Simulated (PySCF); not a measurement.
A side-by-side comparison of computed properties.

First species: C₅H₉NO.
SMILES: `C1C(/C=N/C)CO1`

Second species: C2ClF3.
SMILES: `FC(F)=C(F)Cl`

Levels: PBE0/def2-SVPD for dipole moment, HOMO energy, LUMO energy, HOMO–LUMO gap, static isotropic polarisability and electronic spatial extent ⟨r²⟩ about the centre of nuclear charge; TDDFT PBE0/def2-SVPD for lowest singlet excitation; PBE0-D3(BJ)/def2-SVP for rotational constant A and rotational constant C. Geometries: PBE0-D3(BJ)/def2-SVP. Each structure is a single optimised conformer of the isolated species, non-relativistic unless stated; the electronic structure was computed with PySCF and density fitting.

The conformers computed, where there is a choice (atom-mapped SMILES and torsion angles):
- `[CH3:1]/[N:2]=[CH:3]/[CH:4]1[CH2:5][O:6][CH2:7]1`: N2–C3–C4–C5 -131°

Question: Which of the two has the higher HOMO–LUMO gap, and by how much?

Answer: The second: 7.62 eV against 7.00 eV, a difference of 0.62 eV.

Question: Which of the two has the higher LUMO energy, and by how much?

Answer: The second: 0.02 eV against -0.42 eV, a difference of 0.44 eV.

Question: Which has the higher static isotropic polarisability?

Answer: The first: 73.2 au against 41.6 au, a difference of 31.6 au.

Question: Which has the higher rotational constant A?

Answer: The first: 8.991 GHz against 4.513 GHz, a difference of 4.478 GHz.

Question: Which has the higher ⟨r²⟩?

Answer: The first: 1007 bohr² against 658 bohr², a difference of 349 bohr².

Question: Which of the two has the higher HOMO energy, and by how much?

Answer: The first: -7.42 eV against -7.60 eV, a difference of 0.18 eV.

Question: Which has the higher dipole moment?

Answer: The first: 1.39 D against 0.38 D, a difference of 1.01 D.

Question: Which of the two has the higher S1 energy, and by how much?

Answer: The second: 6.02 eV against 5.06 eV, a difference of 0.96 eV.

On the first: The 6 singlets span 5.06 to 7.33 eV, and their oscillator strengths add up to 0.35. The principal polarisabilities are 62.8, 63.3 and 93.6 au; their mean is the isotropic value.

On the second: The principal polarisabilities are 29.4, 40.1 and 55.4 au; their mean is the isotropic value.
